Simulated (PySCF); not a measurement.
Z-matrix (Å, degrees):
```
C
H 1 1.0804
S 1 1.7283 2 115.59
H 3 1.3484 1 97.59 2 -161.20
S 1 1.7406 2 120.02 3 157.38
H 5 1.3456 1 97.25 2 42.31
```
Charge 0, spin multiplicity 2.

### Question
Predict the highest occupied spin orbital, dipole moment and total energy from ωB97X-D3(BJ)/def2-TZVP // B3LYP-D3(BJ)/def2-TZVP (PySCF).

### Answer

* **highest occupied spin orbital**: -7.48 eV
* **dipole moment**: 1.07 D
* **total energy**: -836.3213 Ha
